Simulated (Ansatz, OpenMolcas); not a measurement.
**Predicting a hybrid from its neighbours: CBrCl2F (bromodichlorofluoromethane)**

CBrCl2F: 5 atoms, total charge 0, spin state singlet. As SMILES, `FC(Cl)(Cl)Br`. The shape is that of a PBE0-D4/def2-TZVP optimisation.

The vertical energy of the triplet above the singlet y, in eV, basis cc-pVDZ; a is the functional's share of exact exchange. Programs: Ansatz 0.2.0, OpenMolcas 26.06.

```
functional     program     a  y (eV)
      TPSS  OpenMolcas     0    4.73
    r2SCAN      Ansatz     0    4.80
     B3LYP      Ansatz   0.2    4.94
      PBE0      Ansatz  0.25       ?
   r2SCAN0      Ansatz  0.25    4.95
     BHLYP      Ansatz   0.5    5.07
```

**Question.** Fit y = c + s·a to the known rows and predict PBE0.

**Answer.** 
1. Means of the 5 rows: a = 0.1900, y = 4.898.
2. Σ(Δa)² = 0.172, Σ(Δa·Δy) = 0.1074, so the slope is 0.1074/0.172 = 0.62442.
3. Intercept: 4.898 − (0.62442) × 0.1900 = 4.779. The largest residual of the fit is 0.049.
4. PBE0: 4.779 + (0.62442) × 0.25 = 4.94 eV.

The run gave 4.98 eV, so the prediction is off by -0.04 eV, within the scatter of the fit. The rows mix families of semi-local functionals, which the line can't see. Spin-orbit coupling is left out.
